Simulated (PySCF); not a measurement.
PySCF 2.14 output of an unrestricted M06-L calculation on a single atom or ion in x2c-TZVPall, with the spin-free X2C one-electron Hamiltonian (Gaussian nucleus):

```
SCF conv_tol = 1e-09
number electrons alpha = 11  beta = 9
    Y. Zhao and D. G. Truhlar.,  J. Chem. Phys. 125, 194101 (2006)
    Y. Zhao and D. G. Truhlar.,  J. Chem. Phys. 125, 194101 (2006)
    Y. Zhao and D. G. Truhlar.,  Theor. Chem. Acc. 120, 215 (2008)
cycle= 1 E= -763.88092859452  delta_E= -0.0045  |g|= 0.00853  |ddm|=  0.3
cycle= 2 E= -763.881253597072  delta_E= -0.000325  |g|= 0.00782  |ddm|= 0.163
cycle= 3 E= -763.883839201508  delta_E= -0.00259  |g|= 0.0495  |ddm|= 0.415
cycle= 4 E= -763.881940505302  delta_E= 0.0019  |g|= 0.0245  |ddm|= 0.261
cycle= 5 E= -763.881592275537  delta_E= 0.000348  |g|= 0.0177  |ddm|= 0.069
cycle= 6 E= -763.881907587617  delta_E= -0.000315  |g|= 0.0231  |ddm|= 0.0607
cycle= 7 E= -763.882954755673  delta_E= -0.00105  |g|= 0.0428  |ddm|= 0.17
cycle= 8 E= -763.881125840255  delta_E= 0.00183  |g|= 0.00833  |ddm|= 0.633
cycle= 9 E= -763.881142746354  delta_E= -1.69e-05  |g|= 0.00825  |ddm|= 0.0051
cycle= 10 E= -763.881070127515  delta_E= 7.26e-05  |g|= 0.00713  |ddm|= 0.0261
cycle= 11 E= -763.880988531236  delta_E= 8.16e-05  |g|= 0.00365  |ddm|= 0.197
cycle= 12 E= -763.880966696497  delta_E= 2.18e-05  |g|= 0.00354  |ddm|= 0.0227
cycle= 13 E= -763.880951990908  delta_E= 1.47e-05  |g|= 0.000765  |ddm|= 0.0697
cycle= 14 E= -763.880950410854  delta_E= 1.58e-06  |g|= 0.000112  |ddm|= 0.016
cycle= 15 E= -763.880950479205  delta_E= -6.84e-08  |g|= 0.000228  |ddm|= 0.00267
cycle= 16 E= -763.880950453291  delta_E= 2.59e-08  |g|= 0.000158  |ddm|= 0.00088
cycle= 17 E= -763.880950427053  delta_E= 2.62e-08  |g|= 0.000118  |ddm|= 0.000994
cycle= 18 E= -763.880950415267  delta_E= 1.18e-08  |g|= 1.66e-05  |ddm|= 0.00135
cycle= 19 E= -763.880950414957  delta_E= 3.1e-10  |g|= 4.34e-06  |ddm|= 0.000166
converged SCF energy = -763.880950414957  <S^2> = 2.0008385  2S+1 = 3.0005589
```

The run itself started from symmetry-adapted Hartree-Fock orbitals and held the occupation by maximum overlap, on a logarithmic radial grid, so the iterations belong to that start.

Problem. Which element, charge and spin multiplicity is this?

Solution. Sc⁺ (scandium, charge +1), multiplicity 3; the state was [Ar] 3d1 4s1, high-spin 3D determinant.
